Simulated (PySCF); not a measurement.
Spin states of MgIn

Unrestricted PBE0; Mg aug-cc-pVDZ, In aug-cc-pVDZ-PP with ECP28; scalar-relativistic core potentials (PySCF 2.14). Outer shells of the fragments: Mg 3s2; In 4d10 5s2 5p1.

Followed along the bond (rough minima from three points):

| 2Ms+1 | unpaired | ⟨S²⟩ at the start | R at minimum (Å) | Te (eV) |
| --- | --- | --- | --- | --- |
| 2 | π ↑ | 0.77 | 3.03 | 0.00 |
| 2 | σ ↑ | 0.76 | 3.41 | 0.17 |
| 4 | σ ↑↑, π ↑ | 3.75 | 2.90 | 1.50 |
| 4 | σ ↑, π ↑↑ | 3.75 | none in the scan | ≤ 1.51 |

Solutions found at the starting distance of 2.745 Å, counted from the lowest of them; the search is not exhaustive and high or unbound solutions are not listed, so other states can lie among these:

| 2Ms+1 | unpaired | term | E (eV) | ⟨S²⟩ | ⟨Lz²⟩ | μ (D) |
| --- | --- | --- | --- | --- | --- | --- |
| 2 | π ↑ | ²Π | 0.00 | 0.77 | 1.01 | -1.01 |
| 2 | σ ↑ | ²Σ⁺ | 0.47 | 0.76 | 0.00 | 1.27 |
| 4 | σ ↑, π ↑↑ | ⁴Σ⁻ | 1.43 | 3.75 | 0.00 | -2.01 |
| 4 | σ ↑↑, π ↑ | ⁴Π | 1.44 | 3.75 | 1.00 | -0.51 |
| 2 | σ ↑, π ↑↓ | mixed | 1.84 | 1.76 | 2.01 | -2.07 |
| 2 | σ ↓, π ↑↑ | mixed | 1.92 | 1.76 | 0.00 | -2.41 |
| 2 | σ ↑ | mixed | 2.31 | 0.90 | 2.00 | -1.68 |
| 4 | σ ↑, π ↑↑ | mixed | 3.13 | 3.76 | 2.01 | 0.33 |
| 2 | π ↑ | ²Π | 4.96 | 0.76 | 1.01 | -2.90 |
| 4 | σ ↑, π ↑, δ ↑ | mixed | 5.72 | 3.76 | 5.00 | -1.67 |

A term symbol is given only where ⟨S²⟩ and ⟨Lz²⟩ are close to those of a pure state; real π, δ and φ orbitals otherwise mix terms. A positive dipole means Mg(−)In(+).

Compare the gap between the two lowest followed solutions at the starting distance with the gap between their minima.

At PBE0 the second solution (doublet, unpaired electrons σ ↑) lies +0.47 eV from the first (doublet, unpaired electrons π ↑) at 2.745 Å and +0.17 eV at the minima; the two curves relax by different amounts, since their minima lie near 3.41 and 3.03 Å.

Spin–orbit coupling is left out. Counting both spins, an empty level lies below a filled one in some of these solutions, because spin and occupation are held.
